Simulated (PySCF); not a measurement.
## Zirconium: a sound run and one with changed settings

Sound run: Zr⁺ [Kr] 4d2 5s1, Zr²⁺ [Kr] 4d2. Computed with PySCF 2.14 in cc-pVDZ-PP with ECP28MDF (4s4p3d1f, 38 functions), with a scalar-relativistic core potential. In the sound run the correlated levels freeze 4s2 4p6 outside the core potential. The sound run starts from symmetry-adapted Hartree-Fock orbitals and uses a fine grid where one is needed.

Changed run: initial guess atom, at most 50 SCF cycles.

| species | method | sound run (hartree) | changed run (hartree) | converged |
| --- | --- | --- | --- | --- |
| Zr⁺ | UHF | -46.10994 | -46.07491 | yes |
| Zr⁺ | MN15 | -46.41610 | -46.40992 | yes |
| Zr⁺ | TPSS | -46.50542 | -46.50580 | yes |
| Zr⁺ | MP2 | -46.11869 | -46.08735 | yes |
| Zr²⁺ | UHF | -45.65996 | -45.57194 | yes |
| Zr²⁺ | MN15 | -45.93824 | -45.93824 | yes |
| Zr²⁺ | TPSS | -46.02480 | -46.02480 | yes |

Ionisation energy of Zr⁺:

```json
{"method": "MN15", "sound run (eV)": "13.003", "changed run (eV)": "12.835"}
{"method": "TPSS", "sound run (eV)": "13.078", "changed run (eV)": "13.089"}
```

The plain start fixes occupations by D2h representation alone, and Zr⁺ at UHF, Zr⁺ at MN15, Zr²⁺ at UHF landed in another state (other ⟨L²⟩ or ⟨S²⟩). 

For comparison, NIST gives 13.13 eV between the lowest levels.
